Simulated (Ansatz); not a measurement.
Species: HSiO, charge 0, doublet. HSiO (SMILES O=[SiH], doublet).
B3LYP-D3(BJ)/def2-TZVP minimum from Ansatz (a first-principles code):
```
Si
O 1 1.5293
H 1 1.5278 2 117.75
```
Charge 0, spin multiplicity 2.

Total energies in hartree (Ansatz). UHF or UKS for unpaired electrons; spin-orbit terms are left out. Correlated methods leave the cores frozen. No relativity. For partners of very few electrons the exact lower level stands in for a higher one.

```tsv
species	HF/cc-pV(T+d)Z	CCSD(T)/cc-pV(T+d)Z	HF/cc-pV(Q+d)Z	CCSD(T)/cc-pV(Q+d)Z	CCSDT(Q)/cc-pV(T+d)Z
1: HSiO (SMILES O=[SiH], doublet)	-364.37268	-364.73640	-364.38275	-364.77034	-364.73876
2: Si (triplet)	-288.85649	-288.93344	-288.85845	-288.93781	-288.93426
3: O (triplet)	-74.81176	-74.97396	-74.81729	-74.99357	-74.97430
4: H (doublet)	-0.49981	-0.49981	-0.49995	-0.49995	-0.49981
```

### Question
Work out the atomisation energy (electronic, to ground-state atoms) in kcal/mol: take Hartree-Fock from cc-pV(Q+d)Z, extrapolate the CCSD(T) correlation energy as X^-3 (X = 3, 4), and add CCSDT(Q) - CCSD(T) in cc-pV(T+d)Z. 1 hartree = 627.51 kcal/mol.

### Answer

Species 1: correlation (64·(-0.38759) - 27·(-0.36372))/37 = -0.40501; step -0.00236; E1 = -364.38275 + (-0.40501) + (-0.00236) = -364.79012
Species 2: correlation (64·(-0.07936) - 27·(-0.07695))/37 = -0.08112; step -0.00082; E2 = -288.85845 + (-0.08112) + (-0.00082) = -288.94039
Species 3: correlation (64·(-0.17628) - 27·(-0.16220))/37 = -0.18655; step -0.00034; E3 = -74.81729 + (-0.18655) + (-0.00034) = -75.00418
Species 4: correlation (64·(0.00000) - 27·(0.00000))/37 = 0.00000; step +0.00000; E4 = -0.49995 + (0.00000) + (+0.00000) = -0.49995
-1·E1 +1·E2 +1·E3 +1·E4 = 0.34560 hartree = 216.9 kcal/mol.
